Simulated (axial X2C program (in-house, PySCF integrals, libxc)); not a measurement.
**Low determinants of BeSi⁻ at the PBE0 level, 2c**

All values were computed with an axial X2C code built on PySCF integrals. Two-component (2c) means X2C with spin–orbit coupling and atomic mean-field two-electron Coulomb terms, the Gaunt term switched off. Basis: Si dyall-av3z [9s8p3d2f], Be dyall-av3z [9s9p4d2f] (cores contracted in-house); Gaussian nuclei, density fitting, unrestricted open shells. Masses: Si 27.977 u, Be 9.012 u.

Search at 2.180 Å (vertical energies from the lowest determinant):

```csv
ΔE (eV),state,electrons beyond evenly filled partner blocks,"electrons in ±ω = 1/2, 3/2, 5/2, 7/2"
0.00,Ω = 3/2,ω = 3/2,16 3 0 0
0.13,Ω = 1/2,"2 × ω = -1/2, ω = 3/2",16 3 0 0
0.70,Ω = 1/2,ω = 1/2,17 2 0 0
0.71,Ω = 1/2,ω = 1/2,15 4 0 0
0.71,Ω = 5/2,"2 × ω = 1/2, ω = 3/2",16 3 0 0
1.81,Ω = 5/2,"ω = -1/2, 2 × ω = 3/2",15 4 0 0
2.47,Ω = 7/2,"ω = 1/2, 2 × ω = 3/2",15 4 0 0
```

Lowest determinant, Ω = 3/2 (⟨Sz⟩ = 1.50, ⟨Lz⟩ = 0.00 at PBE0): Re = 2.157 Å, ωe = 550.9 cm⁻¹.

The determinant in row 2 of the search, Ω = 1/2 (⟨Sz⟩ = 0.50, ⟨Lz⟩ = 0.00 at PBE0), was followed along the bond at PBE0; measured from the minimum of the lowest determinant it gives:

Te = 0.131 eV (1054 cm⁻¹), Re = 2.159 Å, ωe = 564.0 cm⁻¹.

**Question.** Compare the bond of the determinant in row 2 with that of the lowest one.

**Answer.** At PBE0 its Re is 0.002 Å longer and its force constant, which goes as ωe², is 1.05 times that of the lowest determinant. This determinant mixes spin states, so it has no term energy of its own.

The search compares states at one distance, so a state with another bond length can lie lower; it is not exhaustive and yields mostly the lowest determinant of each block pattern, so other components and higher states of one pattern are missing. These are energies of single determinants, not of spin-adapted states; PBE0 term energies can be off by some tenths of an eV, and the functional has no current term. The lowest determinant need not be the ground state where others lie within half an eV. For an anion, determinants above electron detachment are held by the basis set. The highest occupied level of some functionals is positive through self-interaction error; at Hartree–Fock it is bound. Row 1 has a positive highest level at its minimum. Row 2 has a positive highest level at its minimum.
